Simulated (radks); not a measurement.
Valence configurations of neutral carbon (all share [He]). Method: scalar-relativistic Kohn-Sham, PBE, spin-polarised, spherical densities, finite nucleus; open shells are filled with parallel spins first; Fermi nuclear charge, rms radius 2.4702 fm; computed with a radial shooting solver on a logarithmic mesh with Libxc functionals. Energies are relative to 2s2 2p2; eigenvalues in eV for spin up.

\begin{tabular}{lrrrr}
valence & E (eV) & moment (Bohr magnetons) & e(2p) & e(2s) \\ \hline
2s2 2p2 & 0.000 & 2 & -6.095 & -14.642 \\
2s1.5 2p2.5 & 2.484 & 3 & -6.541 & -15.154 \\
2s1 2p3 & 3.992 & 4 & -6.827 & -15.492 \\
2s0.5 2p3.5 & 10.819 & 3 & -7.135 & -15.785 \\
2p4 & 16.850 & 2 & -7.096 & - \\
\end{tabular}

NIST lists [He] 2s2 2p2 as the ground configuration; this level of theory agrees among the configurations tried. The energies are those of spherical high-spin densities, not of single terms.
